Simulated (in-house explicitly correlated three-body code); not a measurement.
The numbers below are computed, except where a source is named.
## Two electrons around a charge Z: the exact Kohn-Sham energy parts

The exact non-relativistic ground state comes from a variational code in 260 exponentially correlated functions, the Kohn-Sham parts from inverting its density (past Z = 6 the correlation energy is taken as exact minus Hartree-Fock, equal to within microhartrees), and self-consistent runs (Hartree-Fock is restricted) from a B-spline radial code. Z may be fractional; the second electron is bound down to Z = 0.911.

E_c tends to a constant and T_c to −E_c as Z grows.

```csv
Z,E (Eh),E_x (Eh),E_c (mEh),T_c (mEh),−T_c/E_c,binding (eV)
1.7,-1.980684,-0.83595,-41.46,35.03,0.845,14.58
1.92,-2.639990,-0.97433,-41.95,36.26,0.864,21.68
2.36,-4.248846,-1.25033,-42.73,38.08,0.891,39.84
2.52,?,?,?,?,?,?
3.1,?,?,?,?,?,?
3.6,-10.865345,-2.02645,-44.02,40.93,0.930,119.3
3.9,-12.928015,-2.21409,-44.21,41.35,0.935,144.8
4.7,-19.308367,-2.71436,-44.62,42.23,0.947,224.9
5.5,-26.968621,-3.21454,-44.91,42.87,0.954,322.3
6.1,-33.553769,-3.58964,-45.08,43.23,0.959,406.8
```

Question: What belongs in the row Z = 3.1?

Answer: E (Eh): -7.827496; E_x (Eh): -1.71364; E_c (mEh): -43.61; T_c (mEh): 40.04; −T_c/E_c: 0.918; binding (eV): 82.25.

Question: What belongs in the row Z = 2.52?

Answer: E (Eh): -4.929839; E_x (Eh): -1.35056; E_c (mEh): -42.96; T_c (mEh): 38.59; −T_c/E_c: 0.898; binding (eV): 47.75.

Question: Where is correlation strongest relative to exchange?

Answer: E_c/E_x falls from 0.050 at Z = 1.7 to 0.0126 at Z = 6.1, since exchange grows as Z while correlation stays near −0.045 hartree.
